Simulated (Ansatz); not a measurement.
Consider the cleavage of the Si–Si bond: `OP[SiH2][SiH3]` + NH₃ → `N[SiH3]` + `OP[SiH3]`.

Computed with Ansatz on PBE0-D4/def2-TZVP structures; ΔE is electronic, products minus reactants. CCSD(T)/CBS adds triple-zeta CCSD(T) − MP2 to the extrapolated MP2 energy (def2 sets, frozen cores). This one scheme is used for every species. DFT in def2-TZVPP. B3LYP here is the variant with VWN-RPA as its local correlation; programs differ in this. One conformer a species, not always the lowest.

`OP[SiH2][SiH3]`:

```xyz
11

O     0.737   -2.502    1.362
P    -0.204   -1.774    0.198
Si    0.189    0.403    0.664
Si   -0.568    1.662   -1.161
H     0.273   -3.268    1.708
H     0.725   -1.776   -0.883
H     1.632    0.671    0.917
H    -0.583    0.772    1.883
H    -2.022    1.434   -1.376
H     0.163    1.267   -2.395
H    -0.341    3.111   -0.917
```

NH₃:

Cartesian coordinates in Å:
```
N -0.137 0.149 0.196
H -0.368 -0.836 0.243
H -0.362 0.462 -0.741
H 0.867 0.225 0.302
```

`N[SiH3]`:

```xyz
7

N     0.957   -0.472   -0.008
Si   -0.575    0.304   -0.105
H     1.003   -1.463    0.162
H     1.727    0.001    0.437
H    -1.426   -0.481   -1.036
H    -1.326    0.434    1.180
H    -0.359    1.677   -0.631
```

`OP[SiH3]`:

Z-matrix (Å, degrees):
```
Si
P 1 2.260
H 1 1.487 2 112.7
H 1 1.486 2 109.2 3 -121.7
H 1 1.488 2 106.5 3 120.4
O 2 1.666 1 99.0 3 45.3
H 2 1.427 1 92.7 3 -54.8
H 6 0.960 2 109.1 1 143.7
```

```csv
level,ΔE (kcal/mol)
PBE0-D4,-5.1
ωB97X-V,-8.5
r2SCAN,-7.2
B3LYP,-9.6
MP2/def2-TZVPP,-9.8
SCS-MP2/def2-TZVPP,-10.9
CCSD(T)/def2-TZVPP,-8.3
HF/CBS(def2),-14.3
```

Problem. What does CCSD(T)/CBS give? (An estimate is asked.)

Solution. Computed: -8.1 kcal/mol. The listed levels differ from it by 3.0, -0.4, 0.9, -1.5, -1.7, -2.8, -0.2, -6.2 kcal/mol.

Largest T1 diagnostic among the species: 0.014.

The D4 term adds +1.4 kcal/mol with B3LYP and +0.8 kcal/mol with PBE0; it sums over pairs of atoms, weighted by their polarisabilities, and B3LYP, whose exchange is more repulsive, gets the larger term. From PBE to PBE0 (25 % exact exchange), in def2-TZVPP and without D4, ΔE moves by −1.4 kcal/mol.
